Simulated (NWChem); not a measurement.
Molecule: C3ClF3; SMILES FC(F)=C=C(F)Cl

```xyz
7

F      0.1556     2.3890    -1.0832
C      0.0283     1.6382     0.0000
F      0.1556     2.3890     1.0832
C     -0.1905     0.3556     0.0000
C     -0.3891    -0.9278     0.0000
F     -1.5944    -1.4994     0.0000
Cl     0.8693    -2.1322     0.0000
```
Atoms are numbered in this order, from 1.

Level: B3LYP/6-31G* (spherical d) (NWChem), optimised geometry, unscaled harmonic frequencies. 

```csv
frequency (cm⁻¹),IR intensity (km/mol)
85,0.0
99,0.0
140,0.0
323,0.7
469,0.4
502,4.7
506,0.0
609,13.3
613,13.3
655,46.0
913,369.2
1139,299.7
1291,264.8
1547,35.8
2126,908.1
```

```yaml
zero_point_energy: 15.7 kcal/mol
thermal correction to the enthalpy at 298.15 K (with zero-point energy): 20.5 kcal/mol
heat capacity Cv: 21.1 cal/(mol K)
entropy at 298.15 K and 1 atm (symmetry number 1): 84.1 cal/(mol K)
dipole_moment: 0.28 D
```

Rigid rotor and harmonic oscillator; modes under 100 cm⁻¹ make the entropy uncertain.
